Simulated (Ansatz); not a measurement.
H3BNO, SMILES `N[B-]O` (lower singlet; N–B–O–H torsion 0°) (charge -1, multiplicity 1). This singlet lies 0.75 eV below the relaxed triplet at the level frozen-core CCSD(T)/aug-cc-pVTZ // B3LYP-D3(BJ)/def2-TZVPD (Ansatz, a quantum-chemistry and plane-wave program).

These are frozen-core CCSD(T)/aug-cc-pVTZ // B3LYP-D3(BJ)/def2-TZVPD (Ansatz) values and carry that method's errors.

Ansatz 0.2 input:
```yaml
crystal:
  periodic: [false, false, false]
  atoms:
    - { symbol: N, position_ang: [-0.816967, 0.108116, 0.073815] }
    - { symbol: B, position_ang: [0.384232, 0.83588, 0.320634] }
    - { symbol: O, position_ang: [1.564684, 0.173722, 0.011255] }
    - { symbol: H, position_ang: [-0.804472, -0.850473, -0.311185] }
    - { symbol: H, position_ang: [-1.734055, 0.470559, 0.253598] }
    - { symbol: H, position_ang: [1.406577, -0.737805, -0.348116] }
basis:
  gaussian: { orbitals: aug-cc-pVTZ }
correlation:
  method: ccsd_t
total_charge: -1
```

Output:

```
Functional definition: HF
1192 factors; integrals over basis functions are off by at most 1.0e-3 eV
mean field evaluation 1: about -4237.5771 eV, gradient 2.3e1 eV
mean field evaluation 2: about -4237.5780 eV, gradient 2.3e1 eV
mean field evaluation 4: about -4239.3108 eV, gradient 3.8e0 eV
mean field evaluation 8: about -4239.3708 eV, gradient 2.1e-1 eV
mean field evaluation 16: about -4239.3716 eV, gradient 2.4e-6 eV
mean field -4239.37160642 eV, -155.7940329867 hartree, gradient 2.4e-6 eV, S^2 0.000000; 0 other end points of the search recorded, 0 dependent functions left out; unrestricted orbitals would lower it
3 core orbitals not correlated
reference -4239.37160642 eV, -155.7940329867 hartree; 9, 9 occupied and 195, 195 virtual orbitals, 1192 factors
second order -16.18097140 eV of doubles, -0.00000000 eV of singles
cycle   1  -15.96590470 eV  change    2.2e-1 eV  update   1.2e-1
cycle   2  -16.33565016 eV  change   -3.7e-1 eV  update   4.8e-2
cycle   3  -16.48404000 eV  change   -1.5e-1 eV  update   3.4e-2
cycle   4  -16.49081427 eV  change   -6.8e-3 eV  update   1.6e-2
cycle   5  -16.47084925 eV  change    2.0e-2 eV  update   1.1e-2
cycle   6  -16.47472051 eV  change   -3.9e-3 eV  update   6.3e-3
cycle   7  -16.47791115 eV  change   -3.2e-3 eV  update   2.3e-3
cycle   8  -16.47687244 eV  change    1.0e-3 eV  update   9.7e-4
cycle   9  -16.47699674 eV  change   -1.2e-4 eV  update   3.9e-4
cycle  10  -16.47730047 eV  change   -3.0e-4 eV  update   1.7e-4
cycle  11  -16.47704219 eV  change    2.6e-4 eV  update   9.1e-5
cycle  12  -16.47705491 eV  change   -1.3e-5 eV  update   4.1e-5
cycle  13  -16.47706016 eV  change   -5.3e-6 eV  update   2.0e-5
perturbative correction -0.77459322 eV, -0.0284657757 hartree
Total energy: -4256.62325980 eV, -156.4280195548 hartree
```
